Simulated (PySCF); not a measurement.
**SbF⁺: frontier orbitals**

r²SCAN at R = 1.884 Å; PySCF, scalar-relativistic core potentials, basis sets Sb aug-cc-pVDZ-PP with ECP28, F aug-cc-pVDZ. State: ²Π (doublet), unpaired electrons π ↑. Only the outer orbitals are listed, counted within each symmetry, core potentials removing the inner ones.

```tsv
spin	orbital	occ.	ε (eV)	on Sb (%)	main shells (%)
α	5σ	1	-37.29	4	95 F s
α	6σ	1	-22.12	79	78 Sb s, 18 F p
α	7σ	1	-17.39	37	62 F p, 19 Sb s, 17 Sb p
α	3π	1	-17.15	10	90 F p, 9 Sb p
α	3π	1	-17.14	9	91 F p
α	4π	1	-12.60	93	92 Sb p
α	4π	0	-12.07	94	94 Sb p
α	8σ	0	-8.81	107	98 Sb p, 10 F p
α	9σ	0	-3.71	101	98 Sb s
β	5σ	1	-37.19	4	95 F s
β	6σ	1	-21.40	71	70 Sb s, 25 F p
β	7σ	1	-17.13	43	57 F p, 26 Sb s, 16 Sb p
β	3π	1	-17.11	8	92 F p
β	3π	1	-16.80	6	94 F p
β	4π	0	-11.64	95	94 Sb p
β	4π	0	-10.37	96	96 Sb p
β	8σ	0	-8.24	103	92 Sb p, 10 F p
```

Question: Which are the highest filled and the lowest empty level, where do they sit, and how wide is the gap?

Answer: Highest filled α 4π at -12.60 eV (in %: 92 Sb p); lowest empty α 4π at -12.07 eV (in %: 94 Sb p); the gap at r²SCAN is 0.53 eV. Both belong to one degenerate shell, split only by its one-sided filling, so this is no excitation gap.

- bond order (Mayer): 0.82
- ⟨S²⟩: 0.755
- charge on Sb (Mulliken, basis-dependent): 1.46
- charge on Sb (Löwdin, basis-dependent): 1.50
- dipole moment (positive dipole points towards F; it is taken about the centre of mass and depends on that origin): -2.74 D

Shares are Mulliken populations and can fall outside 0 to 100 %.

Spin–orbit coupling is left out. The state is the lowest determinant that a PBE0 search found; another state may lie lower at other levels.
